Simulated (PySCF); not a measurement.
# Bond lengths and vibrations by method: F2H3Si2

All numbers below are calculated, not measured. The program is PySCF 2.14.0, an open-source quantum chemistry code, run on an isolated molecule that a program drew, which may never have been made. The molecule is F2H3Si2 (charge 0, doublet), drawn as the SMILES string `F[Si](F)[SiH3]`.

The geometry was optimised and harmonic frequencies were computed with HF and MP2, all in the cc-pV(D+d)Z basis, for the commonest isotopes, with a restricted reference for singlets and an unrestricted one otherwise, and a frozen core in MP2. Each result is a local minimum of its method.

Geometry at the HF minimum:
```xyz
7
F2H3Si2, angstrom
F    -1.7313   -2.6115    1.7501
Si   -2.4146   -1.5090    0.7882
F    -3.4817   -2.3315   -0.1018
Si   -0.7555   -0.5744   -0.6360
H    -0.0880   -1.6284   -1.4317
H     0.2304    0.1245    0.2170
H    -1.4212    0.3974   -1.5307
```

Lengths of the bonds as drawn, in Å (atoms numbered as above):
```
   bond     HF    MP2
 F1-Si2  1.615  1.635
 Si2-F3  1.615  1.635
Si2-Si4  2.378  2.374
 Si4-H5  1.480  1.483
 Si4-H6  1.479  1.482
 Si4-H7  1.479  1.482
```

Rotational constants, in GHz:
```
constant     HF    MP2
       A  6.627  6.408
       B  2.787  2.794
       C  2.143  2.123
```

Harmonic frequencies in cm^-1, each column in rising order, so a row needn't be the same motion in every method:
| rank | HF | MP2 |
|---|---|---|
| 1 | 92 | 95 |
| 2 | 144 | 131 |
| 3 | 204 | 190 |
| 4 | 312 | 294 |
| 5 | 426 | ? |
| 6 | 559 | 521 |
| 7 | 569 | 534 |
| 8 | 860 | 822 |
| 9 | 921 | 895 |
| 10 | 971 | 909 |
| 11 | 1015 | 965 |
| 12 | 1018 | 968 |
| 13 | 2320 | 2277 |
| 14 | 2326 | 2296 |
| 15 | 2327 | 2299 |

**Estimate the missing MP2 frequency from the HF column.**

A single factor s that minimises the squared misfit of MP2 against s times HF over the other rows is sum(HF x MP2) / sum(HF^2) = 0.9767, with an rms misfit of 21 cm^-1. For rank 5 it gives 0.9767 x 426 = 416 cm^-1. The calculation gives 413 cm^-1, 3 cm^-1 below the estimate. The drawn bonds are on average 0.5 % longer in MP2 than in HF.
